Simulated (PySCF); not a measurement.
**Atomic charges by several schemes**

Compound: C₆H₈O₂Si.
Cartesian coordinates in Å at the GFN2-xTB level; atoms count from 1:
```
atom  x, y, z in Å
O1    -0.0952    2.5360    0.0685
C2    -0.6093    1.2882   -0.0783
C3    -1.9568    1.1153   -0.3543
C4    -2.4768   -0.1587   -0.5020
C5    -1.6568   -1.2654   -0.3763
C6    -0.3087   -1.1033   -0.1015
C7     0.2212    0.1647    0.0484
O8     1.5323    0.4106    0.3193
Si9    2.8173   -0.5633    0.5446
H10    0.8505    2.4438    0.2561
H11   -2.5781    1.9913   -0.4488
H12   -3.5271   -0.2843   -0.7160
H13   -2.0612   -2.2594   -0.4909
H14    0.3440   -1.9570   -0.0009
H15    3.8166    0.4678    0.7796
H16    3.0757   -1.3682   -0.6495
H17    2.6053   -1.4461    1.6922
```

Density: PBE0/pcSseg-1 (PySCF); schemes: Mulliken, IAO, Hirshfeld and ESP-fitted. One conformer (not necessarily the lowest) at the GFN2-xTB geometry, without solvent, vibrations or thermal averaging.

Question: Do the Mulliken, IAO, Hirshfeld and ESP-fitted schemes agree on where the charge is lowest?

Answer: The schemes don't all agree: Mulliken O8 (-0.678); IAO O8 (-0.598); Hirshfeld O8 (-0.192); ESP-fitted O1 (-0.545).

Question: For which atoms does the sign change between the 4 schemes (beyond +0.03 e in one, beyond −0.03 e in another)?

Answer: For none.

Question: Give the atomic charges in each scheme.

Answer: In e:

```csv
atom,environment,Mulliken,IAO,Hirshfeld,ESP-fitted
O1,phenol-type oxygen,-0.374,-0.476,-0.190,-0.545
C2,aromatic carbon bearing oxygen,+0.113,+0.192,+0.061,+0.285
C3,aromatic CH carbon,-0.087,-0.189,-0.069,-0.276
C4,aromatic CH carbon,-0.061,-0.158,-0.057,-0.195
C5,aromatic CH carbon,-0.073,-0.170,-0.065,-0.166
C6,aromatic CH carbon,-0.131,-0.198,-0.073,-0.270
C7,aromatic carbon bearing oxygen,+0.271,+0.145,+0.052,+0.188
O8,silyl ether oxygen,-0.678,-0.598,-0.192,-0.388
Si9,oxygen-bound silicon,+0.680,+0.868,+0.394,+0.571
H10,phenol-type hydroxyl hydrogen,+0.248,+0.366,+0.161,+0.412
H11,aromatic hydrogen,+0.100,+0.166,+0.053,+0.202
H12,aromatic hydrogen,+0.090,+0.155,+0.051,+0.165
H13,aromatic hydrogen,+0.086,+0.154,+0.049,+0.156
H14,aromatic hydrogen,+0.110,+0.150,+0.047,+0.174
H15,Si–H hydrogen,-0.096,-0.121,-0.072,-0.103
H16,Si–H hydrogen,-0.098,-0.142,-0.075,-0.106
H17,Si–H hydrogen,-0.098,-0.142,-0.075,-0.107
```

Mean size of the charges over all atoms: IAO 0.258 e, ESP-fitted 0.254 e, Mulliken 0.200 e, Hirshfeld 0.102 e. Each set sums to the total charge, 0, to within 0.001 e. The ESP scheme fits charges at the nuclei, held to the total charge, to the electrostatic potential on points at 1.4 to 2.0 times the van der Waals radii.

Question: How closely do the schemes follow one another over all atoms?

Answer: Correlation coefficient and root-mean-square difference: IAO with Hirshfeld 0.99, 0.195 e; Mulliken with IAO 0.97, 0.091 e; IAO with ESP-fitted 0.95, 0.100 e; Mulliken with Hirshfeld 0.94, 0.158 e; Hirshfeld with ESP-fitted 0.93, 0.172 e; Mulliken with ESP-fitted 0.89, 0.132 e.

Question: How many electrons does the Hirshfeld scheme count on Si9?

Answer: Z − q = 14 − (+0.394) = 13.606.
